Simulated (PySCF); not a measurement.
## Calculated data, ClGeH$_{3}$OSi, BGeH$_{5}$N$_{2}$, BGeH$_{3}$NO, AlBGeH$_{5}$N and others

Computed with PySCF 2.14.0. Calculation on a computer-drawn molecule: the log of a Hartree-Fock and frozen-core CCSD(T) single point meant for a local Hartree-Fock minimum, with one planted fault or none, to be diagnosed. Offsets are logged minus clean, where the clean run is the same molecule without the fault. The reference is restricted for singlets and unrestricted otherwise, and also for a bond in bohr or an excited solution. Adding or removing an electron swaps singlet and doublet. The excited solution moves the top pair (singlet) or top alpha electron (doublet) to the lowest empty orbital. Highest occupied and lowest empty are orbital energies over both spins, largest force is the largest gradient component, triples share is (T) over the correlation energy, the T1 limit is 0.02 restricted and 0.045 unrestricted, electrons count all cores, a negative frequency is imaginary (commonest isotopes), and the dipole is about the centre of nuclear charge; on germanium a core potential holds 10 electrons, which the energies leave out, and 3d is frozen in MP2 and coupled-cluster steps.

Common to all runs: meant multiplicity 1; logged SCF converged yes; possible faults no fault, one electron removed, one electron added, multiplicity raised by two, geometry at a saddle point, SCF held on an excited solution, minimal basis STO-3G, one bond length entered in bohr, all coordinates scaled.

(1) ClGeH$_{3}$OSi

Logged structure:
```xyz
7
ClGeH3OSi
Cl     0.8176    -1.7913    -0.9613
Si    -0.5006    -0.0965    -1.0556
O      0.2603     0.9570    -0.0985
Ge     1.6968     1.2495     0.9545
H      2.9407     1.1106     0.0868
H      1.5182     2.6709     1.4716
H      1.6598     0.2245     2.0803
```

- meant charge: 0
- meant basis: cc-pV(D+d)Z
- meant basis and core potential on germanium: cc-pVDZ-PP ECP10MDF
- logged electrons: 75
- logged basis functions: 98
- logged spin squared: 0.78
- logged highest occupied: -0.19992 eV
- logged lowest empty: 7.2647 eV
- logged largest force: 0.057139 hartree/bohr
- logged T1 diagnostic: 0.01695
- logged D1 diagnostic: 0.058068
- logged triples share: 0.024721
- logged CC converged: yes
- logged dipole magnitude: 8.8355 debye
- logged SCF stable within its kind: yes
- logged energy HF: -1118.49116 hartree
- logged energy CCSD(T): -1119.04872 hartree
- planted fault: one electron added
- HF energy offset from clean run: 14.79 kcal/mol
- CCSD(T) energy offset from clean run: 14.13 kcal/mol

Drawn bonds:
```
atom  other atom  order
   1           2      1
   2           3      1
   3           4      1
   4           5      1
   4           6      1
   4           7      1
```

(2) ClGeH$_{3}$OSi

Structure as in entry 1.

* meant charge: 0
* meant basis: cc-pV(D+d)Z
* meant basis and core potential on germanium: cc-pVDZ-PP ECP10MDF
* logged electrons: 73
* logged basis functions: 98
* logged spin squared: 0.7711
* logged highest occupied: -17.009 eV
* logged lowest empty: -7.6689 eV
* logged largest force: 0.075538 hartree/bohr
* logged T1 diagnostic: 0.022624
* logged D1 diagnostic: 0.09248
* logged triples share: 0.029796
* logged CC converged: yes
* logged dipole magnitude: 5.4146 debye
* logged SCF stable within its kind: yes
* logged energy HF: -1118.19644 hartree
* logged energy CCSD(T): -1118.73154 hartree
* planted fault: one electron removed
* HF energy offset from clean run: 199.7 kcal/mol
* CCSD(T) energy offset from clean run: 213.2 kcal/mol

Drawn bonds:
```
atom  other atom  order
   1           2      1
   2           3      1
   3           4      1
   4           5      1
   4           6      1
   4           7      1
```

(3) BGeH$_{5}$N$_{2}$

Logged structure:
```xyz
9
BGeH5N2
N     -0.7884     0.7617     1.6454
B     -0.0357     0.5395     0.6743
N      0.8569     0.3983    -0.3826
Ge     0.7870     1.2774    -2.0148
H     -1.5921     0.5108     2.1617
H      1.6575    -0.1792    -0.2056
H      1.0068     0.2441    -3.1204
H      1.8855     2.3396    -2.0815
H     -0.5959     1.9099    -2.1079
```

- meant charge: 0
- meant basis: cc-pVDZ
- meant basis and core potential on germanium: cc-pVDZ-PP ECP10MDF
- logged electrons: 56
- logged basis functions: 90
- logged spin squared: 0
- logged highest occupied: -2.7573 eV
- logged lowest empty: -4.7788 eV
- logged largest force: 0.11607 hartree/bohr
- logged CC converged: no
- logged dipole magnitude: 4.364 debye
- logged SCF stable within its kind: no
- logged energy HF: -429.31588 hartree
- planted fault: SCF held on an excited solution
- HF energy offset from clean run: 377.4 kcal/mol

Drawn bonds:
```
atom  other atom  order
   1           2      2
   2           3      1
   3           4      1
   1           5      1
   3           6      1
   4           7      1
   4           8      1
   4           9      1
```

Notes: CCSD not converged.

(4) BGeH$_{3}$NO

Logged structure:
```xyz
7
BGeH3NO
N     -1.5202    -0.9893    -2.2847
B     -0.8986    -0.4132    -1.3640
Ge     0.1585     0.7514     0.1293
O     -0.9433     0.3569     1.6126
H     -2.0124    -1.4582    -2.9930
H      1.2593    -0.4081     0.3539
H     -1.0952    -0.5670     1.7088
```

* meant charge: -1
* meant basis: aug-cc-pVDZ
* meant basis and core potential on germanium: aug-cc-pVDZ-PP ECP10MDF
* logged electrons: 56
* logged basis functions: 128
* logged spin squared: 0
* logged highest occupied: -2.8773 eV
* logged lowest empty: 3.5437 eV
* logged largest force: 3.845e-05 hartree/bohr
* logged lowest frequency: 123.45 cm⁻¹
* logged T1 diagnostic: 0.017406
* logged D1 diagnostic: 0.042587
* logged triples share: 0.037723
* logged CC converged: yes
* logged dipole magnitude: 1.7602 debye
* logged SCF stable within its kind: yes
* logged energy HF: -449.18169 hartree
* logged energy CCSD(T): -449.79823 hartree
* planted fault: no fault
* HF energy offset from clean run: 0 kcal/mol
* CCSD(T) energy offset from clean run: 0 kcal/mol

Drawn bonds:
```
atom  other atom  order
   1           2      2
   2           3      1
   3           4      1
   1           5      1
   3           6      1
   4           7      1
```

(5) AlBGeH$_{5}$N

Logged structure:
```xyz
9
AlBGeH5N
N     -0.0900     1.4755     2.8334
B      0.6227     0.5549     2.4366
Ge     1.8027    -0.9456     1.6695
Al     1.9971    -0.6980    -0.8188
H     -0.6576     2.2014     3.1824
H      1.1586    -2.2775     2.0802
H      3.1617    -0.8545     2.3782
H      3.1596     0.1737    -1.4389
H      0.9474    -1.3994    -1.7685
```

- meant charge: 0
- meant basis: cc-pV(D+d)Z
- meant basis and core potential on germanium: cc-pVDZ-PP ECP10MDF
- logged electrons: 62
- logged basis functions: 99
- logged spin squared: 0
- logged highest occupied: -9.9733 eV
- logged lowest empty: 0.59795 eV
- logged largest force: 1.156e-05 hartree/bohr
- logged lowest frequency: 40.482 cm⁻¹
- logged T1 diagnostic: 0.015976
- logged D1 diagnostic: 0.040643
- logged triples share: 0.033042
- logged CC converged: yes
- logged dipole magnitude: 0.76852 debye
- logged SCF stable within its kind: yes
- logged energy HF: -617.34664 hartree
- logged energy CCSD(T): -617.81272 hartree
- planted fault: no fault
- HF energy offset from clean run: 0 kcal/mol
- CCSD(T) energy offset from clean run: 0 kcal/mol

Drawn bonds:
```
atom  other atom  order
   1           2      2
   2           3      1
   3           4      1
   1           5      1
   3           6      1
   3           7      1
   4           8      1
   4           9      1
```

(6) AlBGeH$_{5}$N

Logged structure:
```xyz
9
AlBGeH5N
N     -0.0900     1.4755     2.8334
B      0.6227     0.5549     2.4366
Ge     2.8526    -2.2807     0.9870
Al     3.0470    -2.0330    -1.5013
H     -0.6576     2.2014     3.1824
H      2.2084    -3.6125     1.3977
H      4.2116    -2.1896     1.6956
H      4.2095    -1.1614    -2.1215
H      1.9973    -2.7345    -2.4510
```

* meant charge: 0
* meant basis: cc-pV(D+d)Z
* meant basis and core potential on germanium: cc-pVDZ-PP ECP10MDF
* logged electrons: 62
* logged basis functions: 99
* logged spin squared: 1.0467
* logged highest occupied: -8.5495 eV
* logged lowest empty: 0.15345 eV
* logged largest force: 0.010703 hartree/bohr
* logged T1 diagnostic: 0.026455
* logged D1 diagnostic: 0.085926
* logged triples share: 0.031417
* logged CC converged: yes
* logged dipole magnitude: 0.43517 debye
* logged SCF stable within its kind: yes
* logged energy HF: -617.24722 hartree
* logged energy CCSD(T): -617.68546 hartree
* planted fault: one bond length entered in bohr, row 2 of the drawn bonds
* HF energy offset from clean run: 62.38 kcal/mol
* CCSD(T) energy offset from clean run: 79.86 kcal/mol

Drawn bonds:
```
atom  other atom  order
   1           2      2
   2           3      1
   3           4      1
   1           5      1
   3           6      1
   3           7      1
   4           8      1
   4           9      1
```

(7) CH$_{7}$GeNSi

Logged structure:
```xyz
11
CH7GeNSi
N      1.4479    -2.2572    -0.3268
Si     1.2832    -0.8298     0.3111
C      0.5991     0.7564    -0.3812
Ge    -1.1921     1.2897     0.2768
H      1.1889    -2.4936    -1.2667
H      1.7149    -0.6556     1.7071
H      0.5471     0.6975    -1.4716
H      1.2827     1.5717    -0.1188
H     -1.5480     2.6598    -0.3047
H     -1.1810     1.3749     1.8065
H     -2.2340     0.2581    -0.1633
```

* meant charge: 0
* meant basis: cc-pV(D+d)Z
* meant basis and core potential on germanium: cc-pVDZ-PP ECP10MDF
* logged electrons: 67
* logged basis functions: 109
* logged spin squared: 0.7732
* logged highest occupied: 1.0733 eV
* logged lowest empty: 7.7366 eV
* logged largest force: 0.058246 hartree/bohr
* logged T1 diagnostic: 0.01713
* logged D1 diagnostic: 0.070211
* logged triples share: 0.031468
* logged CC converged: yes
* logged dipole magnitude: 8.7655 debye
* logged SCF stable within its kind: yes
* logged energy HF: -678.60205 hartree
* logged energy CCSD(T): -679.19619 hartree
* planted fault: one electron added
* HF energy offset from clean run: 42.36 kcal/mol
* CCSD(T) energy offset from clean run: 34.98 kcal/mol

Drawn bonds:
```
atom  other atom  order
   1           2      2
   2           3      1
   3           4      1
   1           5      1
   2           6      1
   3           7      1
   3           8      1
   4           9      1
   4          10      1
   4          11      1
```

Notes: highest electron not bound in this basis.

(8) GeH$_{5}$NOSi

Logged structure:
```xyz
9
GeH5NOSi
N     -0.0719    -0.4221     1.3162
Si    -0.0340     0.8918     0.4654
O     -1.3982     1.7422     0.2084
Ge     1.7061     2.0810    -0.6643
H      0.7213    -0.9994     1.5188
H     -2.1936     1.3992     0.5969
H      1.8142     3.4929    -0.0877
H      1.3774     2.1690    -2.1550
H      3.0309     1.3431    -0.4717
```

- meant charge: 0
- meant basis: cc-pV(D+d)Z
- meant basis and core potential on germanium: cc-pVDZ-PP ECP10MDF
- logged electrons: 67
- logged basis functions: 99
- logged spin squared: 0.7722
- logged highest occupied: 1.0453 eV
- logged lowest empty: 8.3331 eV
- logged largest force: 0.062409 hartree/bohr
- logged T1 diagnostic: 0.017617
- logged D1 diagnostic: 0.055871
- logged triples share: 0.028128
- logged CC converged: yes
- logged dipole magnitude: 3.0997 debye
- logged SCF stable within its kind: yes
- logged energy HF: -714.49053 hartree
- logged energy CCSD(T): -715.10046 hartree
- planted fault: one electron added
- HF energy offset from clean run: 40.26 kcal/mol
- CCSD(T) energy offset from clean run: 35.9 kcal/mol

Drawn bonds:
```
atom  other atom  order
   1           2      2
   2           3      1
   2           4      1
   1           5      1
   3           6      1
   4           7      1
   4           8      1
   4           9      1
```

Notes: highest electron not bound in this basis.

(9) GeH$_{5}$NOSi

Structure as in entry 8.

- meant charge: 0
- meant basis: cc-pV(D+d)Z
- meant basis and core potential on germanium: cc-pVDZ-PP ECP10MDF
- logged electrons: 66
- logged basis functions: 99
- logged spin squared: 2.0432
- logged highest occupied: -5.5585 eV
- logged lowest empty: 0.42951 eV
- logged largest force: 0.1399 hartree/bohr
- logged T1 diagnostic: 0.017891
- logged D1 diagnostic: 0.077336
- logged triples share: 0.024364
- logged CC converged: yes
- logged dipole magnitude: 2.5262 debye
- logged SCF stable within its kind: yes
- logged energy HF: -714.44391 hartree
- logged energy CCSD(T): -715.00277 hartree
- planted fault: ?

Drawn bonds:
```
atom  other atom  order
   1           2      2
   2           3      1
   2           4      1
   1           5      1
   3           6      1
   4           7      1
   4           8      1
   4           9      1
```

(10) CH$_{8}$BGeN

Logged structure:
```xyz
12
CH8BGeN
N     -1.4648    -0.5323     1.5412
B     -0.0924    -0.3342     1.6918
C      0.9772    -1.3128     1.0634
Ge     1.8288    -0.5610    -0.5486
H     -2.1462     0.0952     1.9126
H     -1.8590    -1.3086     1.0512
H      0.2635     0.6409     2.3055
H      1.7941    -1.4955     1.7687
H      0.5566    -2.2830     0.7794
H      0.7862    -0.3265    -1.6522
H      2.5127     0.7766    -0.2365
H      2.8876    -1.5339    -1.0868
```

* meant charge: 0
* meant basis: cc-pVDZ
* meant basis and core potential on germanium: cc-pVDZ-PP ECP10MDF
* logged electrons: 59
* logged basis functions: 105
* logged spin squared: 0.7645
* logged highest occupied: 2.6657 eV
* logged lowest empty: 8.726 eV
* logged largest force: 0.076481 hartree/bohr
* logged T1 diagnostic: 0.019444
* logged D1 diagnostic: 0.11333
* logged triples share: 0.028283
* logged CC converged: yes
* logged dipole magnitude: 4.0173 debye
* logged SCF stable within its kind: yes
* logged energy HF: -414.95921 hartree
* logged energy CCSD(T): -415.55852 hartree
* planted fault: ?

Drawn bonds:
```
atom  other atom  order
   1           2      1
   2           3      1
   3           4      1
   1           5      1
   1           6      1
   2           7      1
   3           8      1
   3           9      1
   4          10      1
   4          11      1
   4          12      1
```

Notes: highest electron not bound in this basis.

Questions
1. Which fault was planted in the run of GeH$_{5}$NOSi (entry 9)?
2. Which fault was planted in the run of CH$_{8}$BGeN (entry 10)?

## Answers
1. multiplicity raised by two
2. one electron added

Further results for GeH$_{5}$NOSi (entry 9):

- HF energy offset from clean run: 69.51 kcal/mol
- CCSD(T) energy offset from clean run: 97.2 kcal/mol

Further results for CH$_{8}$BGeN (entry 10):

* HF energy offset from clean run: 80 kcal/mol
* CCSD(T) energy offset from clean run: 66.02 kcal/mol
